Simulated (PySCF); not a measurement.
## Dipole response of Hf²⁺ (hafnium, charge +2)

[Xe] 4f14 5d2, high-spin 3F determinant. Calculation: PySCF 2.14, in aug-cc-pwCVTZ-PP with ECP60MDF; a scalar-relativistic core potential. Coupled (time-dependent) response in atomic units; α is the mean over directions.

| method | mean α (bohr³) | C₆ (like pair) | S(−4) |
| --- | --- | --- | --- |
| wB97X-V | 14.88 | 73.37 | 191.8 |

S(−4) is the Cauchy moment in α(ω) = α(0) + S(−4) ω² + …

Spin-orbit coupling is absent.

α(iu) at wB97X-V:

| u (hartree) | α(iu) (bohr³) |
| --- | --- |
| 0 | 14.88 |
| 0.0500 | 14.42 |
| 0.100 | 13.31 |
| 0.200 | 10.75 |
| 0.300 | 8.812 |
| 0.500 | 6.424 |
| 0.750 | 4.729 |
| 1.00 | 3.664 |
| 1.50 | 2.388 |
| 2.00 | 1.661 |
| 3.00 | 0.9144 |
| 5.00 | 0.3836 |

For an ion, C₆ is the dispersion term alone; charge-induced terms of lower order in 1/R come first.

Energies and moments cover only the electrons outside the core potential. Spin-orbit coupling, absent here, splits the open shell strongly.
